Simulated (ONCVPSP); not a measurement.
## Ranking ONCV potentials for chromium (Cr)

All share these settings but for the change named:

```
Element                 : chromium (Cr)
Generator               : ONCVPSP 4.0.1
Type                    : optimised norm-conserving Vanderbilt (ONCV)
Functional              : LDA (Perdew-Wang 92)
Relativity              : scalar-relativistic
Frozen core             : [Ne]
Valence charge          : 14
Reference configuration : 3s2 3p6 3d4 (charge +2)
Partial waves           : 3s: rc 1.10 bohr, ncon 5, nbas 8, qcut 8.4 1/bohr, 2 projectors, debl 3.8 Ha; 3p: rc 1.15 bohr, ncon 4, nbas 7, qcut 11.9 1/bohr, 2 projectors, debl 1 Ha; 3d: rc 1.70 bohr, ncon 4, nbas 8, qcut 9.1 1/bohr, 2 projectors, debl 1.2 Ha
Local potential         : polynomial inside 0.80 bohr (lpopt 4, dvloc0 1 Ha)
Core correction         : polynomial model core, fcfact 0.4
```

In the p channel the program set the typed energies aside and used -2.442, 0.250 Ha.

Test errors are all-electron minus pseudo excitation energies from the reference, over 3s2 3p6 3d5 4s1; 3s2 3p6 3d5; 3s2 3p6 3d3; 3s2 3p5 3d5 4s1. None of these files shows a bound ghost.

The base gives 88.2 meV.

Of 10 variants that were run, those that failed, showed a ghost or another fault, or gave nearly equal values are left out.

A variant can come out equal or close to the base, since the largest error may sit in a test that the change hardly touches while other tests move.

Q: Rank these variants by their largest absolute test error, smallest first.
A. all radii but the core radius scaled by about 0.93 (s 1.02, p 1.06, d 1.58 bohr); local potential polynomial inside 0.74 bohr (lpopt 4, dvloc0 1 Ha)
B. core correction polynomial model core, fcfact 0.36
C. s: qcut 5.2; p: qcut 7.4; d: qcut 5.7
D. d: rc 1.9

A: A (62.9 meV), B (88.2 meV), D (137.4 meV), C (265.9 meV).
